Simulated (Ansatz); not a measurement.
InH2(NH2) (InNH4), relaxed as a singlet with RKS B3LYP-D4/def2-TZVP in Ansatz, starting from the GFN2-xTB geometry. Force threshold 0.02 eV/Å.

In the def2 sets In takes a core potential; there is no spin–orbit coupling.

Start:

```xyz
6

In   -0.724    0.502    0.026
H    -2.258   -0.194    0.309
H    -0.612    2.189   -0.218
N     0.898   -0.670   -0.246
H     1.804   -0.246   -0.074
H     0.893   -1.581    0.202
```

```csv
step,energy (eV),largest force component (eV/Å),SCF passes
1,-6731.3718,0.430,26
2,-6731.4123,0.292,29
3,-6731.4263,0.191,28
4,-6731.4365,0.065,29
5,-6731.4367,0.119,29
6,-6731.4369,0.012,30
```

Force components are those of the run's own axes.

End:

```xyz
6

In   -0.7910    0.5480    0.0164
H    -2.2491   -0.3109    0.3036
H    -0.5073    2.2204   -0.2465
N     0.8712   -0.6035   -0.0186
H     1.8026   -0.2524   -0.1744
H     0.8737   -1.6016    0.1194
```

By distances, no bond broke or formed. The bond that changes most is In1–H3, from 1.71 to 1.72 Å (atoms count from 1).

No frequencies were taken in this run, so the end may be a saddle point.

Run time 6 s (4 threads of Arm Neoverse V1 on a shared host).
